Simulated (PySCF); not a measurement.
C$_{4}$H$_{10}$N (SMILES [CH2]CNCC), doublet, at a GFN2-xTB geometry. Base run: DF-HF/STO-3G (PySCF).

PySCF was given this input:
```python
from pyscf import gto, scf

mol = gto.M(
    atom='''
C    -2.15482137    0.29339323    0.48279055
C    -1.29160991   -0.81450785    0.03983810
N    -0.03253089   -0.31963028   -0.54737206
C     0.96157458    0.16326117    0.39034031
C     2.24256235    0.51336571   -0.35709160
H    -1.90397431    0.84623795    1.36912853
H    -2.84054488    0.74917402   -0.20670413
H    -1.78078954   -1.41064441   -0.73531480
H    -1.01255376   -1.47168993    0.86845561
H    -0.23896585    0.39857822   -1.23667236
H     1.15768304   -0.64664969    1.09984773
H     0.62685749    1.04197185    0.96515413
H     3.02106345    0.79843507    0.34564283
H     2.07134704    1.34256564   -1.04046703
H     2.58135954   -0.34364031   -0.93273010
''',
    basis='sto-3g',
    spin=1,
    verbose=4,
)

mf = scf.UHF(mol)
mf = mf.density_fit(auxbasis='def2-universal-jkfit')
mf.kernel()
```

The base run was repeated with changes; each row names its change, and settings that it needs were set with it.

```csv
change,basis functions,E (Eh),HOMO (eV),dipole (D)
base,35,-209.12647,-7.68,1.07
basis = LANL2DZ,65,-211.61497,-9.27,1.26
basis = def2-SV(P),90,-211.49659,-9.38,0.98
basis = 6-31G*,90,-211.67563,-9.20,1.02
basis = 6-31+G*,?,?,?,?
basis = 6-31G**,120,-211.69429,-9.20,0.99
basis = cc-pVDZ,120,-211.69560,-9.22,0.85
basis = pc-1,120,-211.62653,-9.32,0.99
basis = def2-SVPD,180,-211.53859,-9.37,0.94
basis = 6-311++G**,180,?,-9.30,0.98
"basis = 6-311+G(2d,p)",195,-211.74309,-9.30,0.95
basis = aug-cc-pVDZ,?,?,-9.27,?
basis = def2-TZVP,?,?,?,?
```

**Question.** Complete the blanks.

**Answer.** 
- basis = 6-31+G*, basis functions: 110
- basis = 6-31+G*, E (Eh): -211.68120
- basis = 6-31+G*, HOMO (eV): -9.29
- basis = 6-31+G*, dipole (D): 1.05
- basis = 6-311++G**, E (Eh): -211.73774
- basis = aug-cc-pVDZ, basis functions: 205
- basis = aug-cc-pVDZ, E (Eh): -211.70715
- basis = aug-cc-pVDZ, dipole (D): 0.92
- basis = def2-TZVP, basis functions: 215
- basis = def2-TZVP, E (Eh): -211.75931
- basis = def2-TZVP, HOMO (eV): -9.31
- basis = def2-TZVP, dipole (D): 0.91

Totals compare only among sets that treat the same electrons; sets with core potentials leave the core out.

Open shells are given as the SCF converged; they aren't shown to be the lowest states, and a large step between rows can be another state.
